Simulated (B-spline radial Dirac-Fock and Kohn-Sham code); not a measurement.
# Diagram lines of Tb²⁵⁺

System: the Tb²⁵⁺ ion, [Kr] 4d4.

The run's input, task.json:

```json
{"items": [{
  "Z": 65,
  "q": 25,
  "cfg": [[1, 0, 2], [2, 0, 2], [2, 1, 6], [3, 0, 2], [3, 1, 6], [3, 2, 10], [4, 0, 2], [4, 1, 6], [4, 2, 4]],
  "A": 159,
  "rrms": 5.06,
  "do": ["binding"]
}]}
```

Launch: `python xray_run.py task.json out`

These are calculated numbers from an atomic code on a B-spline grid; the model is multi-electron Dirac-Fock with separately optimised hole states, Breit and Lamb-shift corrections added in first order. A line energy is the difference of two single-hole energies; the list is a selection of electric-dipole transitions between resolved j subshells. Correlation and solid-state effects are left out.

```
 line  energy (keV)  wavelength (Å)
 K-N3        51.829         0.23922
 K-N2        51.786         0.23942
 K-M3        50.401         0.24600
 K-M2        50.244         0.24677
 K-L3        44.478         0.27875
 K-L2        43.740         0.28346
L1-N3        8.5497          1.4502
L1-N2        8.5068          1.4575
L2-N1        7.9599          1.5576
L3-N1        7.2219          1.7168
L1-M3        7.1218          1.7409
L2-M4        6.9970          1.7720
```
